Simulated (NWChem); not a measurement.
Molecule: CBr2Cl2; SMILES ClC(Cl)(Br)Br

Computed with NWChem. Medium grid unless said otherwise, to which SCAN and Minnesota functionals are sensitive. Structure relaxed at the PBE0/def2-SVP level. Hybrids' shares of exact exchange are those that their runs print; pure functionals count as 0. The functionals differ in more than this share.

| row | share of exact exchange | orbital gap (eV) |
|---|---|---|
| LDA (Slater exchange, VWN5)/def2-TZVPD | 0.00 | 3.81 |
| PBE/def2-TZVPD | 0.00 | 3.83 |
| B3LYP/def2-TZVPD | 0.20 | 5.58 |
| PBE0/def2-TZVPD | 0.25 | 6.09 |
| M06-2X/def2-TZVPD | 0.54 | withheld |
| Hartree-Fock/def2-TZVPD | 1.00 | 12.39 |

Problem. Fit a straight line of the last column on the one before it, predict the withheld value, and compare with the run.

Solution. 
1. Means of the 5 shown rows: x = 0.290, y = 6.340. Slope Σ(x − x̄)(y − ȳ)/Σ(x − x̄)² = 5.835/0.6820 = 8.556; intercept 3.859.
2. The shown rows scatter about the line by 0.050 (root mean square); the largest residual is +0.09, at PBE0/def2-TZVPD.
3. At x = 0.54 (M06-2X/def2-TZVPD; inside the shown range) the line gives 8.48.
4. The run gives 8.24, -0.24 from the line, 4.8 times the scatter.
